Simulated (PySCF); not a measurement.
**Gas-phase thermal properties of GaH2Cl**

Computed with PySCF (xtb for GFN2) and rigid-rotor harmonic-oscillator thermochemistry at 1 bar. 6-31G* has spherical d functions here. All species are closed-shell singlets. B3LYP is the form with VWN-RPA correlation. Ga: all electrons, no relativistic terms. GaH2Cl: computed as isolated molecules; such fragments, hydroxides, amides, oligomers or adducts are transient or little studied in the gas. The harmonic model lacks anharmonicity and excited electronic states, which grow with temperature; levels with a mode under 35 cm⁻¹ are left out.

```json
[
 {"level": "B3LYP/6-31G*", "point group": "C2v", "σ": "2", "ZPE (kJ/mol)": "36.9", "S°298 (J/mol/K)": "265.3", "Cp298 (J/mol/K)": "52.4", "S°1000 (J/mol/K)": "342.1", "H1000 − H298 (kJ/mol)": "46.0"},
 {"level": "GFN2-xTB", "point group": "C2v", "σ": "2", "ZPE (kJ/mol)": "31.1", "S°298 (J/mol/K)": "267.5", "Cp298 (J/mol/K)": "55.5", "S°1000 (J/mol/K)": "347.7", "H1000 − H298 (kJ/mol)": "47.9"},
 {"level": "HF/6-31G*", "point group": "C2v", "σ": "2", "ZPE (kJ/mol)": "39.1", "S°298 (J/mol/K)": "263.9", "Cp298 (J/mol/K)": "51.0", "S°1000 (J/mol/K)": "339.3", "H1000 − H298 (kJ/mol)": "45.2"},
 {"level": "PBE/def2-SVP", "point group": "C2v", "σ": "2", "ZPE (kJ/mol)": "36.5", "S°298 (J/mol/K)": "265.3", "Cp298 (J/mol/K)": "52.5", "S°1000 (J/mol/K)": "342.2", "H1000 − H298 (kJ/mol)": "46.1"},
 {"level": "PBE0/def2-TZVP", "point group": "C2v", "σ": "2", "ZPE (kJ/mol)": "37.7", "S°298 (J/mol/K)": "264.6", "Cp298 (J/mol/K)": "52.0", "S°1000 (J/mol/K)": "340.9", "H1000 − H298 (kJ/mol)": "45.7"}
]
```
σ: rotational symmetry number. Electronic degeneracy used: 1. Frequencies are unscaled.
